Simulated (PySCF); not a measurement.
Job file and geometry (Å, from GFN2-xTB) of an NMR shielding run on SMILES C([SiH2]C)BSC, C3H11BSSi, GIAO PBE0/pcSseg-1 NMR shielding, non-relativistic, gas phase (PySCF); density fitting, a coarse starting grid and PySCF grid level 2 are the driver's defaults:

```
$ OMP_NUM_THREADS=1 python probes_run.py task.json out

{"job": {"kind": "nmr", "xc": "PBE0", "basis": "pcSseg-1"}, "charge": 0, "multiplicity": 1}
C     -2.529799    -1.208430     0.293700
Si    -1.218838    -0.160538    -0.592196
C     -0.102345     0.655348     0.734626
B      0.771250     1.776445     0.096107
S      2.372561     1.530442    -0.604928
C      2.763417    -0.235309    -0.328824
H     -3.173530    -1.701138    -0.427704
H     -2.084506    -1.980026     0.915118
H     -3.161730    -0.597790     0.932243
H     -0.408312    -1.026805    -1.465486
H     -1.870786     0.858581    -1.422097
H      0.473326    -0.137506     1.214089
H     -0.765522     1.068811     1.495438
H      0.375509     2.873917    -0.003283
H      1.985918    -0.853584    -0.763909
H      3.711960    -0.425618    -0.818981
H      2.854430    -0.424770     0.736177
```

Task: Write the output of this run.

Result: 
```
coarse grid: 14416 points
cycle   1  E = -832.9282387970  dE =  2.354e-01  |g| = 4.471e-01  |ddm| = 3.528e+00
cycle   2  E = -832.9207284316  dE =  7.510e-03  |g| = 4.786e-01  |ddm| = 8.160e-01
cycle   3  E = -832.9811147495  dE = -6.039e-02  |g| = 4.814e-02  |ddm| = 4.429e-01
cycle   4  E = -832.9817230925  dE = -6.083e-04  |g| = 2.134e-02  |ddm| = 9.362e-02
cycle   5  E = -832.9818416940  dE = -1.186e-04  |g| = 5.131e-03  |ddm| = 2.889e-02
cycle   6  E = -832.9818485689  dE = -6.875e-06  |g| = 1.537e-03  |ddm| = 7.137e-03
final grid: 127600 points
cycle   7  E = -833.0173929142  dE = -3.898e-05  |g| = 9.726e-03  |ddm| = 2.879e-02
cycle   8  E = -833.0173789786  dE =  1.394e-05  |g| = 1.213e-02  |ddm| = 1.788e-02
cycle   9  E = -833.0174165456  dE = -3.757e-05  |g| = 5.728e-04  |ddm| = 1.093e-02
cycle  10  E = -833.0174166355  dE = -8.990e-08  |g| = 2.040e-04  |ddm| = 1.006e-03
cycle  11  E = -833.0174166455  dE = -9.953e-09  |g| = 6.136e-05  |ddm| = 2.307e-04
cycle  12  E = -833.0174166465  dE = -9.891e-10  |g| = 1.439e-05  |ddm| = 7.685e-05
converged SCF energy = -833.0174166465

GIAO shielding tensors (ppm)
atom      isotropic    diamagn.    paramagn.     s11        s22        s33       span
  0 C      190.851     252.787     -61.936    186.162    189.576    196.814     10.652
  1 Si     401.359     881.294    -479.934    364.167    405.995    433.916     69.748
  2 C      172.185     259.011     -86.826    140.392    182.250    193.911     53.519
  3 B       34.802     193.746    -158.943    -36.229     17.563    123.073    159.303
  4 S      431.084    1057.623    -626.539    182.340    542.654    568.257    385.917
  5 C      170.775     252.570     -81.796    160.943    165.258    186.122     25.179
  6 H       31.503      28.622       2.881     26.808     28.025     39.677     12.869
  7 H       31.445      31.439       0.006     26.929     29.559     37.846     10.917
  8 H       31.519      30.039       1.480     26.996     29.079     38.481     11.485
  9 H       27.596      31.001      -3.405     23.174     27.817     31.798      8.625
 10 H       27.632      30.150      -2.518     23.802     26.533     32.561      8.759
 11 H       30.435      35.616      -5.181     26.135     30.728     34.441      8.306
 12 H       30.487      32.911      -2.424     26.166     28.508     36.786     10.620
 13 H       24.839      29.452      -4.613     21.966     25.558     26.993      5.027
 14 H       29.308      33.356      -4.048     23.623     29.117     35.184     11.561
 15 H       29.618      28.993       0.625     24.257     27.264     37.335     13.078
 16 H       29.442      31.429      -1.987     25.280     27.188     35.856     10.576
```

Size and cost of the density-fitted run: 171 basis functions, 56 s wall time on 1 thread of an Arm Neoverse N1, shared host; peak memory 0.78 GiB.
